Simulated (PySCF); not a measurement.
C2H5FO2Si, SMILES OC([Si@H](C)F)=O.

Coordinates come from a B3LYP-D3(BJ)/def2-SVP optimisation. The structure was generated by enumeration; whether it is a known compound was not checked. The values are those of a single conformer.

All values below come from PBE/def2-TZVP (PySCF).

Gas-phase values at a fixed geometry.

Computed frontier levels, gap, dipole moment and polarisability:
- highest occupied level: -6.48 eV
- lowest empty level: -1.92 eV
- orbital gap: 4.56 eV
- dipole moment: 0.69 D
- quadrupole, principal values (traceless, Buckingham form, about the centre of nuclear charge): -13.23, 1.57, 11.67 D·Å
- mean static polarisability: 57.2 bohr³ (8.48 Å³)
- polarisability, principal values: 48.4, 56.0, 67.4 bohr³
